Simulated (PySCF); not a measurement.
Ho²⁺: excitation energy

Ho²⁺ [Xe] 4f11 (high-spin determinant) → Ho²⁺ [Xe] 4f10 6s1 (high-spin determinant), as a difference of total energies. Computed with PySCF 2.14 in ANO-RCC-VTZP (8s7p5d3f2g1h, 104 functions), with the spin-free X2C one-electron Hamiltonian (Gaussian nucleus). Correlated levels: valence: [Kr] 4d10 frozen; valence and next inner shell: [Ar] 3d10 frozen. The calculations carry no spin-orbit coupling.

| method | excitation energy (eV) |
| --- | --- |
| UHF | -0.505 |
| LDA | 4.441 |
| PBE | 4.173 |
| PBE0 | 3.261 |
| r2SCAN | 3.617 |
| MP2 (valence) | 3.695 |
| SCS-MP2 (valence) | 3.399 |
| MP2 (valence and next inner shell) | 4.180 |
| SCS-MP2 (valence and next inner shell) | 3.694 |

Task: How much does correlation contribute at MP2 (valence and next inner shell)?

Result: 4.180 − (-0.505) = 4.685 eV, measured against UHF.

A first-order spin-orbit estimate (lowest level to lowest level, LS coupling) adds -0.051 eV.

The basis was made for the ground configuration and has no added diffuse functions, so the excitation energy can come out too high.

The determinant of the upper state and of the lower state mixes LS terms, which raises its energy above the lowest term, most at the Hartree-Fock and MP2 levels.
